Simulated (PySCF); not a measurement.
Polarisability and C₆ of Mn+ (manganese, charge +1)

[Ar] 3d5 4s1, high-spin 7S determinant. Calculation: PySCF 2.14, in aug-cc-pVQZ (9s8p6d4f3g2h, 140 functions); no relativity, point nucleus. Coupled (time-dependent) response in atomic units; α is the mean over directions.

```json
{"method": "TPSSh", "mean α (bohr³)": "31.34", "C₆ (like pair)": "167.9", "S(−4)": "807.9"}
```

S(−4) is the Cauchy moment in α(ω) = α(0) + S(−4) ω² + …

α(iu) at TPSSh:

```
u (hartree)  α(iu) (bohr³)
          0          31.34
     0.0500          29.46
      0.100          25.11
      0.200          16.47
      0.300          11.17
      0.500          6.341
      0.750          4.015
       1.00          2.918
       1.50          1.851
       2.00          1.316
       3.00         0.7778
       5.00         0.3710
```

A single London oscillator, α(iu) = α/(1 + u²/ω²), gives C₆ = (3/4) ω α². Matching the computed C₆ needs ω = 4 × 167.9 / (3 × 31.34²) = 0.228 hartree.

For an ion, C₆ is the dispersion term alone; charge-induced terms of lower order in 1/R come first.
